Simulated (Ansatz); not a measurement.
`C[N](C)[Hf]([F])([F])[F]`, 13 atoms. Total charge 0; spin multiplicity 1. Correlated methods include outer-core shells of Hf, which these sets cover unevenly. Hf takes the def2 core potential. Hardware: A = 2 threads of an AMD EPYC 7R13 on a shared host and a share of an NVIDIA H100 80 GB; B = 2 threads of an AMD EPYC 7R13 on a shared host. Correlated methods freeze the cores. Open-shell runs search over several starts.

(1) How many basis functions does each run have, and how long does it take in Ansatz? UKS r2SCAN-D4/def2-TZVPP energy of the cation [A]; RKS PBE0-D4/def2-TZVP relaxation (11 steps) [A]; UKS B2PLYP (frozen core)/def2-TZVPP energy of the cation [A]; RHF-CCSD(T)/def2-SVP energy [A]; RKS PBE-D4/def2-TZVPP energy and forces [A]; RHF-MP2/def2-QZVPP energy [A]; RKS ωB97M-V/def2-QZVPP energy [A]; RKS BHLYP-D4/def2-TZVPP energy [A]; RKS PBE0-D4/def2-TZVPP energy [A]; RKS ωB97M-V/def2-SVP energy [B]; RKS PBE0-D4/def2-TZVP frequencies [A]; RHF-CCSD(T)/def2-TZVPP energy [A]. (An estimate is asked.)

Answers

(1) Ansatz gave: Other jobs shared the machine, so times are rough.

```tsv
level	job	functions	wall time	peak host memory (GiB)
RKS BHLYP-D4/def2-TZVPP	energy [A]	326	3.4 s	0.88
RKS PBE-D4/def2-TZVPP	energy and forces [A]	326	3.7 s	0.88
UKS r2SCAN-D4/def2-TZVPP	energy of the cation [A]	326	3.7 s	1.1
RKS PBE0-D4/def2-TZVPP	energy [A]	326	3.8 s	0.88
UKS B2PLYP (frozen core)/def2-TZVPP	energy of the cation [A]	326	3.8 s	1.6
RHF-CCSD(T)/def2-SVP	energy [A]	146	5.5 s	0.82
RHF-MP2/def2-QZVPP	energy [A]	603	5.5 s	1.2
RKS ωB97M-V/def2-QZVPP	energy [A]	603	6.5 s	1.3
RKS ωB97M-V/def2-SVP	energy [B]	146	12 s	0.63
RHF-CCSD(T)/def2-TZVPP	energy [A]	326	24 s	0.88
RKS PBE0-D4/def2-TZVP	relaxation (11 steps) [A]	262	29 s	0.95
RKS PBE0-D4/def2-TZVP	frequencies [A]	262	3.4 min	0.95
```
